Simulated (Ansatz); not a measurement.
Ansatz (a quantum-chemistry and plane-wave program) input (RI-MP2/def2-TZVPPD):
A basis named .json is the Basis Set Exchange file of that set.

Ansatz 0.2 input:
```yaml
crystal:
  periodic: [false, false, false]
  atoms:
    - {symbol: Te, position_ang: [-0.00255578, -0.25072198, 0.06810563]}
    - {symbol: F, position_ang: [2.05783164, -0.11350713, 0.01357017]}
    - {symbol: F, position_ang: [0.01659338, 1.62780796, -0.44217460]}
    - {symbol: F, position_ang: [-2.05965827, -0.06568495, 0.03510521]}
basis:
  gaussian:
    orbitals: def2-TZVPPD.json
    fitting: {mean_field: def2-universal-jkfit, correlation: def2-TZVPPD-RIFIT.json}
total_charge: -1
magnetization: {spin_polarized: false}
correlation: {method: mp2, electrons: outside_noble_gas}
```

Output:

```
Functional definition: HF
integrals: 0.13 GiB planned
449 factors; integrals over basis functions are off by at most 1.6e0 eV
476 factors; integrals over basis functions are off by at most 5.4e-1 eV
mean field: 0.51 GiB planned
mean field evaluation 1: about -15386.7334 eV, gradient 2.8e1 eV
mean field evaluation 2: about -15388.0652 eV, gradient 1.6e1 eV
mean field evaluation 4: about -15388.4160 eV, gradient 8.7e-1 eV
mean field evaluation 8: about -15388.4189 eV, gradient 1.0e-6 eV
mean field -15388.41891660 eV, -565.5139645400 hartree, gradient 1.0e-6 eV, S^2 0.000000; 0 other end points of the search recorded, 0 dependent functions left out
12 core orbitals not correlated
reference -15388.41891660 eV, -565.5139645400 hartree; 14, 14 occupied and 153, 153 virtual orbitals, 476 factors
second order -25.44416779 eV of doubles, -0.00000000 eV of singles
Total energy: -15413.86308438 eV, -566.4490204594 hartree
```
